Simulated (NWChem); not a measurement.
The numbers come from NWChem runs, not from measurements. System: HClSTe, charge 0, spin multiplicity 1, at a geometry optimised with PBE0/def2-SVP with def2 effective core potentials on Te. The structure started from a generated list of species. Level: PBE0/x2c-SVPall-2c, scalar ZORA.

The NWChem input:

```
start mol
memory heap 200 mb stack 800 mb global 1000 mb
geometry units angstroms nocenter noautoz noautosym
  Te    -0.074054     0.117905     0.578052
  Cl     1.702850     0.777294    -0.870222
  S     -1.510737    -1.066363    -0.904319
  H     -0.925848    -2.283221    -0.795809
end
basis spherical
  * library x2c-svpall-2c
end
relativistic
  zora on
end
dft
  xc pbe0
  semidirect memsize 60000000 filesize 0
  iterations 100
  grid fine
end
task dft energy
```

Part of the output:

```
             Northwest Computational Chemistry Package (NWChem) 7.3.0
             --------------------------------------------------------

                                NWChem Input Module
                                -------------------

 Scaling coordinates for geometry "geometry" by  1.889725989
 (inverse scale =  0.529177249)

                             Geometry "geometry" -> ""
                             -------------------------

 Output coordinates in angstroms (scale by  1.889725989 to convert to a.u.)

  No.       Tag          Charge          X              Y              Z
 ---- ---------------- ---------- -------------- -------------- --------------
    1 Te                  52.0000    -0.07405400     0.11790500     0.57805200
    2 Cl                  17.0000     1.70285000     0.77729400    -0.87022200
    3 S                   16.0000    -1.51073700    -1.06636300    -0.90431900
    4 H                    1.0000    -0.92584800    -2.28322100    -0.79580900

 Effective nuclear repulsion energy (a.u.)     437.9467357770

            Nuclear Dipole moment (a.u.)
            ----------------------------
        X                 Y               Z
 ---------------- ---------------- ----------------
     0.0000037795     0.0000548021     0.0000321253


 Summary of "ao basis" -> "" (spherical)
 ------------------------------------------------------------------------------
       Tag                 Description            Shells   Functions and Types
 ---------------- ------------------------------  ------  ---------------------
 *                       x2c-svpall-2c                on all atoms

                                 NWChem DFT Module
                                 -----------------

 Summary of "ao basis" -> "ao basis" (spherical)
 ------------------------------------------------------------------------------
       Tag                 Description            Shells   Functions and Types
 ---------------- ------------------------------  ------  ---------------------
 Te                      x2c-svpall-2c              18       50   6s8p4d
[...]
 Vector   43  Occ=2.000000D+00  E=-2.431698D-01
              MO Center=  1.2D-01,  1.3D-01,  2.8D-01, r^2= 3.2D+00
   Bfn.  Coefficient  Atom+Function         Bfn.  Coefficient  Atom+Function
  ----- ------------  ---------------      ----- ------------  ---------------
    23      0.521160  1 Te py                20      0.367385  1 Te py
    14     -0.337994  1 Te py                22     -0.320175  1 Te px
    65     -0.271019  2 Cl py                19     -0.227552  1 Te px
    13      0.209804  1 Te px                62     -0.173854  2 Cl py
    64      0.153225  2 Cl px                24     -0.145659  1 Te pz

 Vector   44  Occ=0.000000D+00  E=-9.050234D-02
              MO Center=  2.2D-01,  1.7D-01,  1.0D-01, r^2= 3.9D+00
   Bfn.  Coefficient  Atom+Function         Bfn.  Coefficient  Atom+Function
  ----- ------------  ---------------      ----- ------------  ---------------
    24      0.573676  1 Te pz                22     -0.466310  1 Te px
    64     -0.425490  2 Cl px                 5     -0.363349  1 Te s
    66      0.310231  2 Cl pz                21      0.298910  1 Te pz
    15     -0.275308  1 Te pz                54      0.244392  2 Cl s
    19     -0.243086  1 Te px                85      0.232215  3 S  px

 Vector   45  Occ=0.000000D+00  E=-6.876356D-02
              MO Center= -4.6D-01, -2.5D-01,  1.2D-01, r^2= 4.0D+00
   Bfn.  Coefficient  Atom+Function         Bfn.  Coefficient  Atom+Function
  ----- ------------  ---------------      ----- ------------  ---------------
    22      0.555506  1 Te px                24      0.451385  1 Te pz
    87      0.440384  3 S  pz                23      0.428134  1 Te py
    85      0.403657  3 S  px                75      0.366126  3 S  s
    86      0.288143  3 S  py                 5     -0.272346  1 Te s
    19      0.244083  1 Te px                13     -0.229663  1 Te px

 Vector   46  Occ=0.000000D+00  E= 2.353387D-02
              MO Center= -1.0D+00, -1.9D+00, -7.5D-01, r^2= 2.8D+00
   Bfn.  Coefficient  Atom+Function         Bfn.  Coefficient  Atom+Function
  ----- ------------  ---------------      ----- ------------  ---------------
    94      1.280261  4 H  s                 86      0.834152  3 S  py
    75     -0.751229  3 S  s                 85     -0.371466  3 S  px
    93      0.321477  4 H  s                  5     -0.280956  1 Te s
     6      0.237458  1 Te s                 83      0.234887  3 S  py
    74     -0.194187  3 S  s                 73      0.144758  3 S  s

 center of mass
 --------------
 x =   0.00661041 y =   0.05828818 z =   0.14276115

 moments of inertia (a.u.)
 ------------------
         571.014042932083        -352.703171071150          46.458250080116
        -352.703171071150         969.502120291737         -62.144134056654
          46.458250080116         -62.144134056654         858.124409035352

     Multipole analysis of the density
     ---------------------------------

     L   x y z        total         alpha         beta         nuclear
     -   - - -        -----         -----         ----         -------
     0   0 0 0      0.000000    -43.000000    -43.000000     86.000000

     1   1 0 0     -0.367884     -0.183944     -0.183944      0.000004
     1   0 1 0     -0.547773     -0.273914     -0.273914      0.000055
     1   0 0 1      0.602594      0.301281      0.301281      0.000032

     2   2 0 0    -41.438267   -175.979102   -175.979102    310.519936
     2   1 1 0      0.541427    -88.893847    -88.893847    178.329121
     2   1 0 1      0.243347      8.731039      8.731039    -17.218731
     2   0 2 0    -37.410261    -80.129620    -80.129620    122.848979
     2   0 1 1      1.637018    -15.771378    -15.771378     33.179775
     2   0 0 2    -38.722299    -97.866283    -97.866283    157.010267

 Task  times  cpu:       31.3s     wall:       31.3s

 Total times  cpu:       31.3s     wall:       31.3s
```
